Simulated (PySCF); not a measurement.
C3H7FSi, SMILES FC1C[SiH2]C1. Atoms are numbered in the order given.

```xyz
12

F     -2.1269    -0.1581     0.0000
C     -0.8508     0.3706     0.0000
C      0.0157    -0.0843    -1.1911
Si     1.4918    -0.0100     0.0000
C      0.0157    -0.0843     1.1911
H     -0.9531     1.4711     0.0000
H     -0.0672     0.5034    -2.1151
H     -0.2174    -1.1400    -1.4104
H      2.4691    -1.1339     0.0000
H      2.2259     1.2871     0.0000
H     -0.0672     0.5034     2.1151
H     -0.2174    -1.1400     1.4104
```
Charge 0, spin multiplicity 1.

The structure is a stationary point at ωB97X-D3(BJ)/def2-SVP. The structure was generated by enumeration, and PubChem lists no compound with its InChIKey, so it may never have been made.

All values below come from TDDFT-ωB97X/def2-SVPD run with PySCF.

Vertical excitations. Gas-phase values at a fixed geometry. State labels are in the subgroup Cs.

Problem. List the lowest excited states. (The exact figures need the calculation; the answer reports its results.)

Solution. 
| state | symmetry | energy (eV) | λ (nm) | f | main pairs |
|---|---|---|---|---|---|
| S1 | A" | 7.99 | 155 | 0.020 | HOMO−1→LUMO 81 % |
| S2 | A' | 8.20 | 151 | 0.144 | HOMO→LUMO 87 % |
| S3 | A" | 8.39 | 148 | 0.021 | HOMO→LUMO+1 60 %, HOMO→LUMO+3 14 %, HOMO→LUMO+2 14 % |
| S4 | A" | 8.48 | 146 | 0.001 | HOMO−3→LUMO 58 %, HOMO→LUMO+2 11 % |
| S5 | A' | 8.56 | 145 | 0.006 | HOMO−1→LUMO+1 63 %, HOMO−1→LUMO+3 16 %, HOMO−1→LUMO+2 11 % |
| S6 | A" | 8.66 | 143 | 0.007 | HOMO→LUMO+3 38 %, HOMO−3→LUMO 25 %, HOMO→LUMO+2 15 %, HOMO→LUMO+5 11 % |
| S7 | A' | 8.72 | 142 | 0.037 | HOMO−1→LUMO+3 47 %, HOMO−1→LUMO+2 27 % |
| S8 | A" | 9.14 | 136 | 0.084 | HOMO→LUMO+2 45 %, HOMO→LUMO+1 30 %, HOMO→LUMO+3 9 % |
| S9 | A' | 9.25 | 134 | 0.134 | HOMO−1→LUMO+2 33 %, HOMO−1→LUMO+1 19 %, HOMO−3→LUMO+1 9 %, HOMO−2→LUMO 9 % |
| S10 | A' | 9.35 | 133 | 0.072 | HOMO−3→LUMO+1 53 %, HOMO−2→LUMO 14 %, HOMO−1→LUMO+3 10 % |
| T1 | A' | 7.26 | 171 | 0 | HOMO→LUMO 85 % |
| T2 | A" | 7.60 | 163 | 0 | HOMO−1→LUMO 79 % |
| T3 | A" | 8.10 | 153 | 0 | HOMO→LUMO+3 49 %, HOMO→LUMO+1 34 % |
| T4 | A" | 8.16 | 152 | 0 | HOMO−3→LUMO 76 % |
Triplets are in the Tamm–Dancoff approximation, which puts them higher than full response would, so one can lie above its singlet here.
